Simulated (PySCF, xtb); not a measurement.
CrO2F2, SMILES [O]=[Cr](=[O])([F])[F], multiplicity 1.

Harmonic wavenumbers (cm⁻¹) from GFN2-xTB in xtb 6.7.1 at its own minimum, in rising order: 217, 264, 298, 305, 343, 576, 621, 936, 1020.

Task: What does PySCF 2.14.0 with PBE0-D3(BJ)/def2-SVP give at its own minimum? (The exact figures need the calculation; the answer reports its results.)

Result: 229, 298, 311, 337, 448, 781, 833, 1182, 1186. Paired by order, the mean absolute difference is 114 cm⁻¹ and the zero-point energies are 6.5 and 8.0 kcal/mol.
